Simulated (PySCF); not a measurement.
Radial density of B (boron, neutral)

UHF, [He] 2s1 2p1 3d1, one real determinant (an excited configuration). All numbers are calculated (PySCF 2.14, scalar relativity by spin-free X2C-1e, in x2c-TZVPPall with one added diffuse shell each of s, p, d type (6s4p3d1f, 40 functions)).

```json
{"r (bohr)": "0.00489", "4πr²ρ (e/bohr)": "0.02073", "4πr²(ρα − ρβ)": "0.0006"}
{"r (bohr)": "0.00823", "4πr²ρ (e/bohr)": "0.05667", "4πr²(ρα − ρβ)": "0.0016"}
{"r (bohr)": "0.0138", "4πr²ρ (e/bohr)": "0.1502", "4πr²(ρα − ρβ)": "0.0043"}
{"r (bohr)": "0.0233", "4πr²ρ (e/bohr)": "0.3857", "4πr²(ρα − ρβ)": "0.0111"}
{"r (bohr)": "0.0392", "4πr²ρ (e/bohr)": "0.9288", "4πr²(ρα − ρβ)": "0.0263"}
{"r (bohr)": "0.0659", "4πr²ρ (e/bohr)": "2.017", "4πr²(ρα − ρβ)": "0.0555"}
{"r (bohr)": "0.111", "4πr²ρ (e/bohr)": "3.670", "4πr²(ρα − ρβ)": "0.0955"}
{"r (bohr)": "0.186", "4πr²ρ (e/bohr)": "5.002", "4πr²(ρα − ρβ)": "0.1161"}
{"r (bohr)": "0.313", "4πr²ρ (e/bohr)": "4.269", "4πr²(ρα − ρβ)": "0.0850"}
{"r (bohr)": "0.527", "4πr²ρ (e/bohr)": "1.828", "4πr²(ρα − ρβ)": "0.1613"}
{"r (bohr)": "0.887", "4πr²ρ (e/bohr)": "0.8914", "4πr²(ρα − ρβ)": "0.7009"}
{"r (bohr)": "1.49", "4πr²ρ (e/bohr)": "1.127", "4πr²(ρα − ρβ)": "1.1248"}
{"r (bohr)": "2.51", "4πr²ρ (e/bohr)": "0.5485", "4πr²(ρα − ρβ)": "0.5485"}
{"r (bohr)": "4.22", "4πr²ρ (e/bohr)": "0.2756", "4πr²(ρα − ρβ)": "0.2756"}
{"r (bohr)": "7.10", "4πr²ρ (e/bohr)": "0.1062", "4πr²(ρα − ρβ)": "0.1062"}
{"r (bohr)": "11.9", "4πr²ρ (e/bohr)": "3.873e-05", "4πr²(ρα − ρβ)": "0.0000"}
```

Densities and radii are taken from the X2C orbitals without a picture-change correction, which distorts them close to the nucleus.

⟨L²⟩ = 8.02 against 12 for a pure F term, so this real determinant mixes terms. The outer electron is Rydberg-like, and this basis confines it to a smaller radius and binds it less than a complete one would.
